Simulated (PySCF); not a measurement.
**Unknown compound**

Molecular formula: C₈H₁₁P. Simulated spectra:

1H NMR (600 MHz, computed): δ 7.11 (m, 1H), 7.07 (m, 1H), 7.03 (m, 1H), 5.71 (m, 1H), 5.34 (m, 1H), 2.27 (s, 3H), 1.28 (m, 3H).

13C{1H} NMR (computed): δ 159.0 (C), 148.9 (CH), 148.6 (CH), 148.4 (C), 137.9 (CH), 121.0 (CH2), 17.0 (CH3), 15.9 (CH3).

- GIAO PBE0/pcSseg-1 shieldings
- coordinates at the GFN2-xTB level
- run in PySCF
- no relativistic terms, isolated molecule, single conformer, equivalent nuclei averaged

Referencing at the same level of theory: TMS for 1H (σref 31.72) and 13C (σref 186.93).

Deduce the structure.

Answers


- 8 carbon signals for 8 carbons: no two carbons are equivalent.
- Carbon types of the structure: 2 × C, 3 × CH, 1 × CH2, 2 × CH3, which accounts for all hydrogens.
- δC 159.0, 148.4: unsaturated ring carbon.
- δC 148.9, 148.6: unsaturated ring CH.
- δC 137.9: alkene CH; an sp2 carbon of a C=C bond.
- δC 121.0: terminal =CH2 carbon; as expected for a trigonal carbon in a double bond.
- δC 17.0: methyl carbon on an unsaturated ring; aliphatic region, no heteroatom directly attached.
- δH 7.11: hydrogen on an alkene CH; a vinylic proton, deshielded by the sp2 carbon and the C=C anisotropy.
- δH 5.71, 5.34: hydrogen on a terminal =CH2 carbon; a vinylic proton, deshielded by the sp2 carbon and the C=C anisotropy.

Structure: `C=Cc1c(C)ccp1C`.

The shifts were computed for this structure.

Splittings by 31P in the carbon and heteronuclear signals aren't shown, as no couplings were computed. Shifts are as computed. Against solution values, carbons near 30 ppm lie about +3 ppm off and those near 130 ppm about +5 ppm. Of 1211 compounds with measured shifts, 218 miss one by over three times the rms of a fit or turn the order of signals round; such compounds aren't used in these exercises. No couplings were computed; multiplicities are counted from neighbouring protons, with m where these are inequivalent, close in shift, in a saturated or five-membered ring or joined by F or P, and br s for small geminal =CH2 splittings.
